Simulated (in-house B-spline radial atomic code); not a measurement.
RPA and G0W0 for In⁺, [Kr] 4d10 5s2, as one setting changes: the radius of a hard wall (bohr). Start: Hartree-Fock. A dash marks a level of low quasi-particle weight. Computed with a B-spline radial code for spherical atoms: all electrons, scalar-relativistic (spin-free one-electron X2C), finite nucleus, each spin shell either full or empty, empty states to l = 9 with an (l + 1/2)⁻⁴ tail; G0W0 by contour deformation at full frequency.

```
radius of a hard wall (bohr)  mean-field level (eV)  G0W0 level (eV)  RPA correlation (Eh)
                           2                  73.57         5s 69.97               -3.6296
                         2.5                 17.851        5s 14.925               -3.5661
                           3                 -2.019        5s -4.578                -3.537
                         3.5                -10.124       5s -12.422               -3.5171
                           4                      ?                ?                     ?
                           5                      ?                ?                     ?
                           6                -17.060       5s -18.762               -3.4771
                           8                -17.280       5s -18.892               -3.4733
                          12                -17.291       5s -18.892               -3.4722
```

(1) What belongs in the row for 4?

(2) What belongs in the row for 5?

Results:

(1) mean-field level (eV): -13.763; G0W0 level (eV): 5s -15.864; RPA correlation (Eh): -3.5025.

(2) mean-field level (eV): -16.383; G0W0 level (eV): 5s -18.222; RPA correlation (Eh): -3.4847.
